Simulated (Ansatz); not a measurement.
Reaction (cleavage of the Si–B bond): `B[SiH](C)C` + HBr → `C[SiH](C)Br` + BH₃

Calculated with Ansatz (gas phase, PBE0-D4/def2-TZVP geometries, no zero-point term in ΔE). CCSD(T)/CBS adds triple-zeta CCSD(T) − MP2 to the extrapolated MP2 energy (def2 sets, frozen cores). This one scheme is used for every species. Functionals use def2-TZVPP. For Br outer-core shells are correlated without core-valence functions, which leaves a few kJ/mol of doubt a bond. Scalar relativity is left out up to krypton.

`B[SiH](C)C`:

Z-matrix (Å, degrees):
```
Si
C 1 1.879
C 1 1.879 2 110.5
B 1 2.009 2 113.7 3 129.2
H 1 1.503 2 108.3 3 -118.4
H 2 1.092 1 110.9 3 177.5
H 2 1.093 1 110.9 3 -62.7
H 2 1.093 1 111.1 3 57.1
H 3 1.093 1 110.9 2 62.7
H 3 1.093 1 111.1 2 -57.2
H 3 1.092 1 110.9 2 -177.5
H 4 1.198 1 121.7 2 -156.0
H 4 1.198 1 121.7 2 28.0
```

HBr:

```xyz
2

Br    0.592   -0.359    0.157
H    -0.592    0.359   -0.157
```

`C[SiH](C)Br`:

Z-matrix (Å, degrees):
```
C
Si 1 1.860
H 1 1.092 2 110.7
H 1 1.094 2 110.1 3 -119.8
H 1 1.092 2 110.9 3 120.3
C 2 1.860 1 112.7 3 58.1
Br 2 2.239 1 108.3 3 -61.7
H 2 1.485 1 110.7 3 -177.4
H 6 1.094 2 110.1 1 61.8
H 6 1.092 2 110.7 1 -58.1
H 6 1.092 2 110.9 1 -178.4
```

BH₃:

```xyz
4

B     0.000    0.000    0.000
H    -0.714    0.924    0.246
H     0.106   -0.897    0.780
H     0.608   -0.027   -1.026
```

```tsv
level	ΔE (kJ/mol)
ωB97X-V	-129.5
ωB97M-V	-134.0
PBE	-114.6
r2SCAN	-127.7
CCSD(T)/def2-TZVPP	-127.1
SCS-MP2/def2-QZVPP	-141.3
HF/CBS(def2)	-145.4
MP2/CBS(def2)	-146.8
```

(1) What does CCSD(T)/CBS give? (An estimate is asked.)

Largest T1 diagnostic among the species: 0.010.

Results:

(1) Computed: -132.9 kJ/mol. The listed levels differ from it by 3.4, -1.1, 18.3, 5.2, 5.8, -8.4, -12.5, -13.9 kJ/mol.

In def2-TZVPP, CCSD(T) changes the Hartree–Fock value by +18.4 kJ/mol (the triples alone add +1.0 kJ/mol) and MP2 by +4.5 kJ/mol. From PBE to PBE0 (25 % exact exchange), in def2-TZVPP and without D4, ΔE moves by −8.0 kJ/mol.
